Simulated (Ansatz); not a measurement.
System: C₄H₃ClO, charge 0, multiplicity 1. 
Coordinates optimised at B3LYP-D3(BJ)/def2-TZVP (Ansatz, an electronic-structure program):
```
C
C 1 1.3561
O 2 1.3611 1 109.26
C 3 1.3607 2 107.38 1 0.00
C 4 1.3547 3 110.63 2 0.00
H 2 1.0742 1 133.42 5 180.00
H 4 1.0752 5 133.28 1 180.00
H 5 1.0758 4 127.64 7 0.00
Cl 1 1.7206 2 126.48 6 0.00
```

Quantity: vertical ionisation energy (to the doublet state of charge +1; each state is the SCF solution reached for its spin; for the singlet the Hartree-Fock reference is unstable and T1 is 0.013), in eV. Cores are frozen in the correlated levels unless marked. UHF or UKS for open shells. Spin-orbit coupling is left out. No relativistic terms. Basis-set limits of correlation are two-point, X^-3; Hartree-Fock from the larger set. The bracket is a focal-point correction in the basis named.

| level | program | vertical ionisation energy (eV) |
|---|---|---|
| r2SCAN/def2-TZVPD | Ansatz | 8.78 |
| B3LYP/def2-TZVPD | Ansatz | 8.92 |
| PBE0/def2-TZVPD | Ansatz | 8.90 |
| BHLYP/def2-TZVPD | Ansatz | 8.79 |
| CAM-B3LYP/def2-TZVPD | Ansatz | 9.02 |
| wB97M-V/def2-TZVPD | Ansatz | 8.99 |
| wB97X-V/def2-TZVPD | Ansatz | 9.01 |

### Question
Estimate the value at RI-MP2/CBS(aug-cc-pV(T+d)Z,aug-cc-pV(Q+d)Z)+[CCSD(T)-MP2]/aug-cc-pV(T+d)Z as computed with Ansatz.

### Answer
9.21 eV, so wB97X-V/def2-TZVPD differs from it by -0.20 eV.
